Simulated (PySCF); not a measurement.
## Molecular orbitals of BeBr

ωB97X at R = 1.970 Å; Be x2c-TZVPPall, Br x2c-TZVPPall; spin-free X2C with a Gaussian nucleus (PySCF 2.14). State: ²Σ⁺ (doublet), unpaired electrons σ ↑. Only the outer orbitals are listed, counted within each symmetry.

```tsv
spin	orbital	occ.	ε (eV)	on Be (%)	main shells (%)
α	8σ	1	-25.05	8	91 Br s
α	9σ	1	-13.22	25	72 Br p, 19 Be s
α	4π	1	-11.17	7	93 Br p
α	4π	1	-11.17	7	93 Br p
α	10σ	1	-8.41	95	62 Be s, 32 Be p
α	5π	0	0.97	95	94 Be p
α	5π	0	0.97	95	94 Be p
α	11σ	0	2.17	101	96 Be s
β	8σ	1	-24.98	8	91 Br s
β	9σ	1	-12.96	22	75 Br p, 13 Be s, 8 Be p
β	4π	1	-11.16	6	94 Br p
β	4π	1	-11.16	6	94 Br p
β	10σ	0	0.90	98	87 Be s, 9 Be d
β	5π	0	2.37	93	94 Be p
β	5π	0	2.37	93	94 Be p
```

Q: Which are the highest filled and the lowest empty level, where do they sit, and how wide is the gap?

A: Highest filled α 10σ at -8.41 eV (in %: 62 Be s, 32 Be p); lowest empty β 10σ at 0.90 eV (in %: 87 Be s, 9 Be d); the gap at ωB97X is 9.31 eV. An empty level above zero is unbound, and its energy depends on the basis.

The bond order (Mayer) is 1.31 and the ⟨S²⟩ is 0.751. The charge on Be (Mulliken, basis-dependent) is 0.16. The charge on Be (Löwdin, basis-dependent) is -0.26 and the dipole moment (positive dipole means Be(−)Br(+)) is -0.88 D.

Shares are Mulliken populations and can fall outside 0 to 100 %.

Spin–orbit coupling is left out. The state is the lowest determinant that a PBE0 search found; another state may lie lower at other levels.
